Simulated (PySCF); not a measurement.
C₂H₃BrF₂. Atoms are numbered in the order given.

```xyz
8

C     -1.3122    -1.4543     0.0000
C      0.0647    -0.8377     0.0000
F      0.7703    -1.2107     1.0904
F      0.7703    -1.2107    -1.0904
Br    -0.0413     1.1539     0.0000
H     -1.8687    -1.1427     0.9020
H     -1.8687    -1.1427    -0.9020
H     -1.1964    -2.5570     0.0000
```

The structure is a stationary point at PBE-D3(BJ)/def2-SVP.

All values below come from PBE-D3(BJ)/def2-SVP in PySCF.

Frequencies are harmonic and unscaled.

Computed normal modes with their intensities:
```json
[
 {"mode": "1", "ν (cm⁻¹)": "247", "IR (km/mol)": "0.0", "moving atoms (share of kinetic energy)": "H 91 %"},
 {"mode": "2", "ν (cm⁻¹)": "263", "IR (km/mol)": "1.1", "moving atoms (share of kinetic energy)": "C 40 %, F 27 %, H 23 %, Br 9 %"},
 {"mode": "3", "ν (cm⁻¹)": "291", "IR (km/mol)": "0.2", "moving atoms (share of kinetic energy)": "F 75 %, H 11 %"},
 {"mode": "4", "ν (cm⁻¹)": "305", "IR (km/mol)": "5.2", "moving atoms (share of kinetic energy)": "Br 43 %, F 40 %, C 13 %"},
 {"mode": "5", "ν (cm⁻¹)": "401", "IR (km/mol)": "0.2", "moving atoms (share of kinetic energy)": "F 49 %, H 26 %, C 24 %"},
 {"mode": "6", "ν (cm⁻¹)": "523", "IR (km/mol)": "16.9", "moving atoms (share of kinetic energy)": "F 56 %, C 36 %, H 8 %"},
 {"mode": "7", "ν (cm⁻¹)": "624", "IR (km/mol)": "59.5", "moving atoms (share of kinetic energy)": "C 40 %, F 40 %, H 19 %"},
 {"mode": "8", "ν (cm⁻¹)": "876", "IR (km/mol)": "94.6", "moving atoms (share of kinetic energy)": "C 38 %, F 36 %, H 26 %"},
 {"mode": "9", "ν (cm⁻¹)": "943", "IR (km/mol)": "33.4", "moving atoms (share of kinetic energy)": "H 53 %, C 26 %, F 21 %"},
 {"mode": "10", "ν (cm⁻¹)": "1074", "IR (km/mol)": "195.1", "moving atoms (share of kinetic energy)": "C 55 %, H 43 %"},
 {"mode": "11", "ν (cm⁻¹)": "1194", "IR (km/mol)": "172.6", "moving atoms (share of kinetic energy)": "C 69 %, H 16 %, F 14 %"},
 {"mode": "12", "ν (cm⁻¹)": "1211", "IR (km/mol)": "122.3", "moving atoms (share of kinetic energy)": "C 69 %, H 19 %, F 13 %"},
 {"mode": "13", "ν (cm⁻¹)": "1348", "IR (km/mol)": "53.9", "moving atoms (share of kinetic energy)": "H 63 %, C 36 %"},
 {"mode": "14", "ν (cm⁻¹)": "1396", "IR (km/mol)": "2.1", "moving atoms (share of kinetic energy)": "H 95 %"},
 {"mode": "15", "ν (cm⁻¹)": "1401", "IR (km/mol)": "0.3", "moving atoms (share of kinetic energy)": "H 96 %"},
 {"mode": "16", "ν (cm⁻¹)": "2997", "IR (km/mol)": "2.2", "moving atoms (share of kinetic energy)": "H 97 %"},
 {"mode": "17", "ν (cm⁻¹)": "3100", "IR (km/mol)": "1.8", "moving atoms (share of kinetic energy)": "H 91 %, C 9 %"},
 {"mode": "18", "ν (cm⁻¹)": "3126", "IR (km/mol)": "0.2", "moving atoms (share of kinetic energy)": "H 90 %, C 10 %"}
]
```
